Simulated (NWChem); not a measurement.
System: AlSiH4F; SMILES [AlH]([SiH3])[F]

```xyz
7

Al     0.5336     0.7302    -0.0048
F     -0.6524     1.9071     0.0183
H      2.0237     1.2702     0.0045
Si    -0.1913    -1.6079    -0.0196
H     -0.3545    -2.1026     1.3864
H      0.8289    -2.4783    -0.6868
H     -1.4994    -1.7832    -0.7246
```
Atoms are numbered in this order, from 1.

All runs: NWChem. Geometry optimised at PBE0/def2-SVP; all other runs use it. Pople sets run with spherical d functions. Vzz has the sign of the potential's second derivative.

```json
[
 {"quantity": "Vzz Al1 (a.u.)", "level": "B3LYP/def2-TZVP", "value": "1.258"},
 {"quantity": "isotropic polarisability (bohr³), static", "level": "B3LYP/6-31+G*", "value": "53.2"},
 {"quantity": "highest occupied level (eV)", "level": "PW6B95/6-31G*", "value": "-7.86"},
 {"quantity": "vertical, lowest state with f > 0.02, singlet (eV)", "level": "BHandHLYP/6-31G*, full TDDFT", "value": "(withheld)"},
 {"quantity": "charge (e), ESP Al1", "level": "Hartree-Fock/6-31G*", "value": "(withheld)"},
 {"quantity": "−ε(HOMO) (eV)", "level": "PBE/6-31G*", "value": "(withheld)"},
 {"quantity": "dipole (D)", "level": "PBE0/def2-SVP", "value": "1.25"},
 {"quantity": "highest harmonic frequency (cm⁻¹)", "level": "PBE0/def2-SVP", "value": "(withheld)"}
]
```

Question: Fill in the missing entries.

Answer: 
- vertical, lowest state with f > 0.02, singlet (eV), value: 6.91
- charge (e), ESP Al1, value: 0.92
- −ε(HOMO) (eV), value: 6.63
- highest harmonic frequency (cm⁻¹), value: 2227
